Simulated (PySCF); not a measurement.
# Which determinant of CsIn⁺ lies lowest?

Unrestricted PBE0; PySCF, scalar-relativistic core potentials, basis sets Cs def2-SVPD with ECP46, In def2-SVPD with ECP28. Outer shells of the fragments: Cs+ closed shells only; In 4d10 5s2 5p1.

Followed along the bond (rough minima from three points):

| 2Ms+1 | unpaired | ⟨S²⟩ at the start | R at minimum (Å) | Te (eV) |
| --- | --- | --- | --- | --- |
| 2 | σ ↑ | 0.75 | 4.46 | 0.00 |
| 2 | π ↑ | 0.75 | 4.35 | 0.44 |
| 4 | σ ↑↑, π ↑ | 3.75 | 4.42 | 4.55 |

Solutions found at the starting distance of 3.695 Å, counted from the lowest of them; the search is not exhaustive and high or unbound solutions are not listed, so other states can lie among these:

```csv
2Ms+1,unpaired,term,E (eV),⟨S²⟩,⟨Lz²⟩,μ (D)
2,σ ↑,²Σ⁺,0.00,0.75,0.00,-5.01
2,π ↑,²Π,0.29,0.75,1.00,-5.74
2,δ ↑,²Δ,4.20,0.75,4.00,4.62
4,"σ ↑↑, π ↑",⁴Π,4.49,3.75,1.00,-5.50
4,"σ ↑, π ↑↑",⁴Σ⁻,4.79,3.75,0.00,-5.91
4,σ ↑↑↑,⁴Σ⁺,8.02,3.75,0.00,5.29
```

A term symbol is given only where ⟨S²⟩ and ⟨Lz²⟩ are close to those of a pure state; real π, δ and φ orbitals otherwise mix terms. A positive dipole points towards In; it is taken about the centre of mass and depends on that origin.

**Question.** Compare the gap between the two lowest followed solutions at the starting distance with the gap between their minima.

**Answer.** At PBE0 the second solution (doublet, unpaired electrons π ↑) lies +0.29 eV from the first (doublet, unpaired electrons σ ↑) at 3.695 Å and +0.44 eV at the minima; the two curves relax by different amounts, since their minima lie near 4.35 and 4.46 Å.

Spin–orbit coupling is left out. Counting both spins, an empty level lies below a filled one in some of these solutions, because spin and occupation are held.
